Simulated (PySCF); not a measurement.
[Lu(OH)4]−: from a saddle point downhill

PySCF 2.14.0, RKS PBE, Lu lcecp-1-SVP with ECP60, O def2-SVP, H def2-SVP; non-relativistic Hamiltonian with scalar-relativistic core potentials where named; density fitting; no spin-orbit coupling. Relaxed within the symmetry of its start, the geometry (S4) is

```xyz
9

Lu    0.0000    0.0000    0.0001
O     1.1497    1.2937    1.1942
H     2.0968    1.4765    1.0856
O    -1.1497   -1.2937    1.1942
H    -2.0968   -1.4765    1.0856
O     1.2935   -1.1496   -1.1944
H     1.4731   -2.0974   -1.0886
O    -1.2935    1.1496   -1.1944
H    -1.4731    2.0974   -1.0886
```

and its lowest harmonic modes are -64, -49, 69, 81, 135, 169 cm⁻¹ (negative: unstable). It was moved along the lowest mode and relaxed again.

Problem. Where does it end, and how much lower?

Solution. In C1, 0.001 eV lower, after 4 steps:
```xyz
9

Lu   -0.0104    0.0056    0.0038
O     1.1856    1.2653    1.1921
H     2.1386    1.3602    1.0289
O    -1.1224   -1.3090    1.2059
H    -2.0406   -1.6121    1.1328
O     1.3101   -1.1398   -1.1730
H     1.5766   -2.0319   -0.8941
O    -1.2716    1.1667   -1.2048
H    -1.3359    2.1298   -1.2979
```

Problem. How do the contacts change?

Solution. 
```json
{"contact": "Lu1–O2 (OH)", "saddle (Å)": "2.103", "end (Å)": "2.105"}
{"contact": "Lu1–O4 (OH)", "saddle (Å)": "2.103", "end (Å)": "2.100"}
{"contact": "Lu1–O6 (OH)", "saddle (Å)": "2.103", "end (Å)": "2.107"}
{"contact": "Lu1–O8 (OH)", "saddle (Å)": "2.103", "end (Å)": "2.098"}
```


Problem. Is the end a minimum?

Solution. Probably not: 1 of the modes stay unstable (below −25 cm⁻¹), though so soft as to be near the noise; lowest modes -51, 40, 90, 95, 135, 173 cm⁻¹.

An lcecp potential fixes the number of 4f electrons, so in runs with it no electron can move into or out of that shell.

State: singlet in the valence, with the 4f electrons in the core potential.
